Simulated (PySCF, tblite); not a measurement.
Isomers of C2H13NSi3, one GFN2-xTB conformer each. Single-point energies are computed at PBE0/pcSseg-1 (PySCF, gas phase, no added dispersion term), electronic only.

Question: Rank them by PBE0/pcSseg-1 energy, lowest first (kcal/mol).
A. `[CH3:1][NH:2][SiH2:3][CH:4]([SiH3:5])[SiH3:6]` with C1–N2–Si3–C4 177°, N2–Si3–C4–Si5 -179°
B. `[CH3:1][N:2]([CH3:3])[SiH2:4][SiH2:5][SiH3:6]` with C1–N2–Si4–Si5 -74°, N2–Si4–Si5–Si6 18°
C. `[CH3:1][Si@@:2]([NH2:3])([SiH3:4])[CH2:5][SiH3:6]` with C1–Si2–N3–H -170° and 52°, C1–Si2–C5–Si6 -61°

Answer: C (0.0), A (16.9), B (30.6).

As drawn, the lowest has an N–H bond and an Si–C bond, which the highest lacks. GFN2-xTB itself gives, in the same order: 10.7, 0.0, 5.0. GFN2-xTB puts CN[SiH2]C([SiH3])[SiH3] lowest instead; measured from each level's own lowest isomer, the values differ by up to 25.6 kcal/mol (CN(C)[SiH2][SiH2][SiH3]: 5.0 against 30.6).

Q: Which frontier levels, dipoles and rotational constants go with these structures?

A: 
| SMILES | HOMO (eV, PBE0/pcSseg-1) | LUMO (eV) | dipole (D) | A, B, C (MHz) |
| --- | --- | --- | --- | --- |
| C[Si@@](N)([SiH3])C[SiH3] | -6.96 | 0.27 | 1.57 | 1889, 1174, 952.4 |
| CN[SiH2]C([SiH3])[SiH3] | -6.74 | 0.35 | 1.66 | 2634, 1005, 768.2 |
| CN(C)[SiH2][SiH2][SiH3] | -6.22 | -0.56 | 0.67 | 2230, 1103, 886.8 |

Q: What happens when harmonic zero-point energies from GFN2-xTB frequencies are added?

A: 
```json
{"SMILES": "C[Si@@](N)([SiH3])C[SiH3]", "ZPE (kcal/mol)": "85.9", "electronic (kcal/mol)": "0.0", "with ZPE (kcal/mol)": "0.0"}
{"SMILES": "CN[SiH2]C([SiH3])[SiH3]", "ZPE (kcal/mol)": "84.2", "electronic (kcal/mol)": "16.9", "with ZPE (kcal/mol)": "15.1"}
{"SMILES": "CN(C)[SiH2][SiH2][SiH3]", "ZPE (kcal/mol)": "86.0", "electronic (kcal/mol)": "30.6", "with ZPE (kcal/mol)": "30.6"}
```

The zero-point energies span 1.8 kcal/mol. The order is unchanged.

Q: As an exercise, what shares would exp(−E/RT) give at 2000 K from these electronic energies alone (no entropy, no degeneracies)?

A: RT = 3.974 kcal/mol: C[Si@@](N)([SiH3])C[SiH3] 98.5 %, CN[SiH2]C([SiH3])[SiH3] 1.4 %, CN(C)[SiH2][SiH2][SiH3] under 0.1 %.
